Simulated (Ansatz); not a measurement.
This geometry of BF2HO + FH (7 atoms, charge 0, multiplicity 1) is a first-order saddle point.

All numbers below come from Ansatz 0.2.0, RKS PBE-D4/def2-SVP.

```xyz
7
Properties=species:S:1:pos:R:3
B 0.002 0.133 0.116
O 0.012 -0.082 1.601
H -0.855 -0.418 1.902
F 1.138 -0.185 -0.513
F -1.178 -0.117 -0.483
F 0.068 1.780 0.465
H 0.027 1.211 1.430
```

(1) Which two structures does it join? (They come from a converged band through this point; their orientation in space is the band's.)

(2) How far does it lie above each of them?

Answers

(1) Bonds broken: F6–H7. Bonds formed: B1–F6, O2–H7. BF2HO + FH becomes BF3H2O.

Initial state:

```xyz
7
Properties=species:S:1:pos:R:3
B -0.053 -0.249 0.097
O -0.031 -0.282 1.473
H -0.931 -0.398 1.832
F 1.096 -0.190 -0.556
F -1.198 -0.361 -0.578
F 0.076 2.250 0.819
H 0.255 1.551 1.430
```

Final state:

```xyz
7
Properties=species:S:1:pos:R:3
B 0.011 0.399 -0.089
O 0.047 0.009 1.670
H -0.841 -0.372 1.832
F 1.120 -0.204 -0.559
F -1.188 -0.163 -0.416
F 0.032 1.762 -0.014
H 0.033 0.892 2.095
```

(2) 7.7 kcal/mol above the first and 19.1 kcal/mol above the second. This is the barrier of this one path; another mechanism may lie lower. The orbitals stay closed-shell, which can raise the energy where a bond breaks towards radicals; this wasn't checked here.

Run time: 74 s on 1 thread of Arm Neoverse V2 (shared host), peak memory 0.13 GiB.
